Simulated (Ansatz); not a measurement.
## Forces away from equilibrium

GeH₂ (SMILES [GeH2]), singlet, displaced at random from its PBE0-D4/def2-TZVP minimum.

Ge1  (-0.393, 0.348, -0.378)
H2  (0.983, 0.743, 0.458)
H3  (-0.231, -1.146, -0.100)
(Å)

Program: Ansatz 0.2.0. Basis: def2-TZVPP. Cores are frozen in the correlated methods. Filled d shells of the heavier atoms are correlated. The def2 sets are not built for correlating such inner shells, so the correlated values are less sure here.

CCSD(T) forces from the calculation:
```json
{"atom": "Ge1", "Fx": "0.560", "Fy": "1.120", "Fz (eV/Å)": "0.229"}
{"atom": "H2", "Fx": "-0.714", "Fy": "-0.272", "Fz (eV/Å)": "-0.426"}
{"atom": "H3", "Fx": "0.154", "Fy": "-0.848", "Fz (eV/Å)": "0.197"}
```

Problem. Which atom feels the largest CCSD(T) force, and how large is it?

Solution. Ge1, 1.27 eV/Å, along (0.44, 0.88, 0.18).

Root-mean-square difference of the force components from those of CCSD(T): PBE-D4 0.237; r2SCAN-D4 0.079; PBE0-D4 0.102; wB97M-V 0.032 eV/Å.

T1 diagnostic: at most 0.012. The restricted Hartree–Fock reference is unstable towards an unrestricted one here. These are differences at one structure, and CCSD(T) in triple zeta is itself an approximation.

For scale, one of the runs: CCSD(T)/def2-TZVPP forces, 76 basis functions (an equivalent command: `ansatz run in.yaml --threads 2`). Hardware: 2 CPU threads, shared host. Wall time about 5.5 s.
